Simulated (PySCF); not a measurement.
Cl₄Te, charge +1, multiplicity 2. Atoms are numbered in the order given.

```xyz
5

Te     0.0000     0.0000     0.0000
Cl     1.3736     1.3736    -1.3736
Cl    -1.3736     1.3736     1.3736
Cl    -1.3736    -1.3736    -1.3736
Cl     1.3736    -1.3736     1.3736
```
Charge +1, spin multiplicity 2.

Geometry optimised at PBE-D3(BJ)/def2-SVP. The multiplicity is an assumed one; no other spin state was optimised. The isomer is the one that the SMILES or the coordinates give; other isomers of the formula were not compared. The def2 effective core potentials stand for the cores of Te; spin–orbit coupling is left out.

These are PySCF with TDA-PBE0/def2-SVPD values and carry that method's errors.

Vertical excitations; the highest root listed may be one member of a degenerate set. The molecule is in vacuum.

Question: Estimate the UV-visible absorptions. (Estimate from the structure and the level; the computed values follow.)

Answer: 
```
state    energy (eV)  λ (nm)      f                                     main pairs
-------  -----------  ------  -----  ---------------------------------------------
root 1          2.06     602  0.000                   β HOMO→LUMO (degenerate set)
root 2          2.06     602  0.000                 β HOMO−1→LUMO (degenerate set)
root 3          2.06     602  0.000                 β HOMO−2→LUMO (degenerate set)
root 4          2.46     505  0.005    α HOMO→LUMO, β HOMO−3→LUMO (degenerate set)
root 5          2.46     505  0.005  α HOMO→LUMO+1, β HOMO−4→LUMO (degenerate set)
root 6          2.46     505  0.005  α HOMO→LUMO+2, β HOMO−5→LUMO (degenerate set)
root 7          2.55     487  0.000                 β HOMO−6→LUMO (degenerate set)
root 8          2.55     487  0.000                 β HOMO−7→LUMO (degenerate set)
root 9          3.28     378  0.026                   α HOMO→LUMO (degenerate set)
root 10         3.28     378  0.026                 α HOMO→LUMO+1 (degenerate set)
```
Unrestricted roots are not spin-pure.
